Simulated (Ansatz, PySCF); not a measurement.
InClBr2, SMILES [Br][In]([Br])[Cl].

Geometry optimised at B3LYP-D3(BJ)/def2-SVP. The structure was generated by enumeration; whether it is a known compound was not checked. The def2 effective core potentials stand for the cores of In; spin–orbit coupling is left out.

Vertical ionisation energy (IE) and electron affinity (EA) in eV. Rows of orbital energies are one-electron estimates. Where ΔSCF, EOM or ADC give a negative EA the extra electron is unbound and the value depends on the basis.

```json
[
 {"level": "−ε(HOMO), −ε(LUMO), r2SCAN/def2-TZVP (PySCF)", "IE": "___", "EA": "___"},
 {"level": "−ε(HOMO), −ε(LUMO), PBE/def2-TZVP (PySCF)", "IE": "7.54", "EA": "4.08"},
 {"level": "ΔSCF, PBE/def2-SVPD (Ansatz), final states of multiplicity 2 and 2", "IE": "10.24", "EA": "1.81"}
]
```

### Question
Fill in the missing entries. (Estimate from the structure and the level; the computed values follow.)

### Answer

- −ε(HOMO), −ε(LUMO), r2SCAN/def2-TZVP (PySCF), IE: 7.90
- −ε(HOMO), −ε(LUMO), r2SCAN/def2-TZVP (PySCF), EA: 3.95

### Question
What vertical singlet–triplet gap does ΔSCF give with PBE/def2-SVPD (Ansatz, a quantum-chemistry and plane-wave program)? (The exact figures need the calculation; the answer reports its results.)

### Answer
3.48 eV (triplet above singlet where positive).
